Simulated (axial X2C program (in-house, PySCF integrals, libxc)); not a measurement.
## Spin–orbit effects down a group: molecules with Sn, CCSD(T)

All values come from calculations with an in-house all-electron X2C program for linear molecules (integrals from PySCF), spin-free (one-electron X2C) or two-component (2c: spin–orbit coupling with atomic mean-field Coulomb and Gaunt terms, which also bring small scalar terms), in Dyall basis sets with cores contracted in-house; open shells are unrestricted.

Basis sets: Br dyall-cv3z, Cl dyall-av3z, F dyall-av3z, I dyall-cv3z, Sn dyall-cv3z. Frozen shells (counts by l): SnF Sn 4s3p1d, F 1s, 21 electrons correlated; SnCl Sn 4s3p2d, Cl 2s1p, 11 electrons correlated; SnBr Sn 4s3p1d, Br 3s2p1d, 21 electrons correlated; SnI I 4s3p2d, Sn 4s3p2d, 11 electrons correlated. Coupled cluster in natural virtuals with an MP2 remainder. Where the outer core of a metal is frozen, bonds come out longer and ionisation energies lower. Frozen cores can differ along the series, which adds to the trend.

```json
{"molecule": "SnF", "spin-free state": "M_S = 1/2, Λ = 1", "Re (Å)": "1.947", "ωe (cm⁻¹)": "582.3", "De (eV)": "n/a", "2c state": "Ω = 1/2", "Re 2c (Å)": "1.950", "ωe 2c (cm⁻¹)": "578.9", "De 2c (eV)": "n/a"}
{"molecule": "SnCl", "spin-free state": "M_S = 1/2, Λ = 1", "Re (Å)": "2.394", "ωe (cm⁻¹)": "342.4", "De (eV)": "3.77", "2c state": "Ω = 1/2", "Re 2c (Å)": "2.397", "ωe 2c (cm⁻¹)": "340.2", "De 2c (eV)": "n/a"}
{"molecule": "SnBr", "spin-free state": "M_S = 1/2, Λ = 1", "Re (Å)": "2.516", "ωe (cm⁻¹)": "244.8", "De (eV)": "n/a", "2c state": "Ω = 1/2", "Re 2c (Å)": "2.520", "ωe 2c (cm⁻¹)": "243.2", "De 2c (eV)": "n/a"}
{"molecule": "SnI", "spin-free state": "M_S = 1/2, Λ = 1", "Re (Å)": "2.745", "ωe (cm⁻¹)": "193.7", "De (eV)": "2.83", "2c state": "Ω = 1/2", "Re 2c (Å)": "2.748", "ωe 2c (cm⁻¹)": "192.3", "De 2c (eV)": "n/a"}
```

Each entry is the lowest single determinant of a limited PBE0 search at one distance. De goes to single-determinant-based atoms at the same level (for ions the charge split of lowest energy) and is withheld (n/a) where an atom does not fit its ground term or J level. Main or longest-lived isotopes.
